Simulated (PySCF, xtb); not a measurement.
C4H4O, SMILES c1ccoc1.

Harmonic wavenumbers (cm⁻¹) from GFN2-xTB (xtb) at its own minimum, in rising order: 588, 606, 766, 781, 830, 846, 851, 855, 1027, 1056, 1080, 1164, 1170, 1233, 1374, 1451, 1566, 3169, 3170, 3184, 3193.

**Question.** What does PBE-D3(BJ)/def2-SVP in PySCF give at its own minimum? (Estimate from the structure and the level; the computed values follow.)

**Answer.** 598, 618, 705, 727, 817, 860, 861, 862, 985, 1025, 1082, 1139, 1195, 1234, 1392, 1479, 1557, 3184, 3195, 3213, 3219. Paired by order, the mean absolute difference is 22 cm⁻¹ and the zero-point energies are 42.8 and 42.8 kcal/mol.
